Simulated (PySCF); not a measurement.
How methods differ on the ionisation energy of Cl⁺

Cl⁺ [Ne] 3s2 3p4 (3P) → Cl²⁺ [Ne] 3s2 3p3 (4S), as a difference of total energies. All numbers are calculated (PySCF 2.14, the non-relativistic Hamiltonian (point nucleus), in 6-31G*). Correlated levels: valence: [Ne] frozen. The calculations carry no spin-orbit coupling.

| method | ionisation energy (eV) | error (eV) |
| --- | --- | --- |
| UHF | 22.497 | -1.274 |
| B3LYP | 23.964 | +0.193 |
| r2SCAN | 23.751 | -0.020 |
| MP2 (valence) | 22.863 | -0.908 |
| SCS-MP2 (valence) | 22.888 | -0.883 |
| CCSD (valence) | 22.859 | -0.912 |
| CCSD(T) (valence) | 22.869 | -0.902 |

Reference: 23.771 eV (measured; NIST levels, between the centres of gravity of the two terms).

Errors of the correlated levels include the incompleteness of this basis and the frozen core.
